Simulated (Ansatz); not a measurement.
`F/C=N/[SiH](F)Cl` + NH₃ → `N[SiH](F)/N=C/F` + HCl at 500 K and 1 bar (ligand exchange at the Si–Cl bond).

Isolated molecules relaxed with PBE0-D4/def2-TZVP in Ansatz; ΔE leaves out vibrations. CBS: MP2 limit from def2 TZ/QZ plus the TZ coupled-cluster correction, frozen cores. This one scheme is used for every species. Double bonds are as drawn, so ΔE can hold a change between cis and trans. Each species was taken in one conformer, which may not be the lowest.

| species | CCSD(T)/CBS energy (Eh) | H − E (kJ/mol) | S (J/(mol·K)) |
| --- | --- | --- | --- |
| `F/C=N/[SiH](F)Cl` | -1042.52662 | 143.4 | 416.7 |
| NH₃ | -56.50880 | 108.2 | 211.8 |
| `N[SiH](F)/N=C/F` | -638.64201 | 212.5 | 436.4 |
| HCl | -460.38127 | 32.5 | 201.9 |

H − E and S are ideal-gas, rigid-rotor, harmonic terms from PBE0-D4/def2-TZVP, for one conformer and one mirror image of each species. 1 Eh = 2625.50 kJ/mol, R = 8.31446 J/(mol·K).

Question: By hand: ΔE, ΔH, ΔS and ΔG.

Answer: ΔE = (-638.64201) + (-460.38127) − (-1042.52662) − (-56.50880) = 0.01214 Eh = 31.9 kJ/mol. Δ(H − E) = 212.5 + 32.5 − 143.4 − 108.2 = -6.6, so ΔH = 25.3 kJ/mol. ΔS = 436.4 + 201.9 − 416.7 − 211.8 = 9.8 J/(mol·K). ΔG = 25.3 − 500 × (9.8)/1000 = 20.4 kJ/mol.

Question: By hand: the equilibrium constant, and the temperature at which ΔG would vanish if ΔH and ΔS stayed fixed.

Answer: log₁₀ K = −ΔG/(RT ln 10) = -2.1. ΔG = 0 at ΔH/ΔS = 2582 K, far beyond where these terms or the molecules hold.

The number of gas molecules stays the same, so ΔS is small and ΔH decides. A doubt of 5 kJ/mol in ΔE shifts log₁₀ K by 0.5 here. Other conformers and mirror images would add mixing entropy, several J/(mol·K) or more a flexible species. These are equilibria of isolated gas molecules and say nothing of rates. Largest T1 diagnostic: 0.013 (customary marks: 0.02 for closed shells, 0.045 for open ones).
